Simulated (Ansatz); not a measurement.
Sn(H)4 cation (H₄Sn), SMILES [SnH4] (connectivity only; charge and spin as stated), charge +1, multiplicity 2. Atoms are numbered in the order given.

```xyz
5

Sn     0.0000     0.0000     0.0000
H     -1.1528     1.1528    -0.5879
H      1.1528    -1.1528    -0.5879
H     -1.1528    -1.1528     0.5879
H      1.1528     1.1528     0.5879
```
Charge +1, spin multiplicity 2.

Geometry optimised at B3LYP-D3(BJ)/def2-TZVPD. The multiplicity is an assumed one; other spin states were not compared. The isomer is the one that the SMILES or the coordinates give; other isomers of the formula were not compared. The def2 effective core potentials stand for the cores of Sn; spin–orbit coupling is left out.

Two levels are set side by side: PBE-D3(BJ)/def2-TZVPD (Ansatz, a program for electronic structure) and B3LYP-D3(BJ)/def2-TZVPD (Ansatz). Each level has its own optimised geometry; the coordinates shown are those of the second. Differences are taken from unrounded values.

```json
[
 {"quantity": "mean bond length (Å)", "B3LYP-D3(BJ)": "1.733"},
 {"quantity": "bond Sn1–H2 (Å)", "B3LYP-D3(BJ)": "1.733"},
 {"quantity": "bond Sn1–H3 (Å)", "B3LYP-D3(BJ)": "1.733"},
 {"quantity": "bond Sn1–H4 (Å)", "B3LYP-D3(BJ)": "1.733"},
 {"quantity": "bond Sn1–H5 (Å)", "B3LYP-D3(BJ)": "1.733"}
]
```

Problem. What does PBE-D3(BJ) give, and how far is it from B3LYP-D3(BJ)? (Estimate from the structure and the level; the computed values follow.)

Solution. 
| quantity | PBE-D3(BJ) | PBE-D3(BJ) minus B3LYP-D3(BJ) |
|---|---|---|
| mean bond length (Å) | 1.741 | 0.008 |
| bond Sn1–H2 (Å) | 1.741 | 0.008 |
| bond Sn1–H3 (Å) | 1.741 | 0.008 |
| bond Sn1–H4 (Å) | 1.741 | 0.008 |
| bond Sn1–H5 (Å) | 1.741 | 0.008 |

Exact exchange shortens and stiffens bonds; PBE has none. Differences between two approximate levels are no errors against the true value.
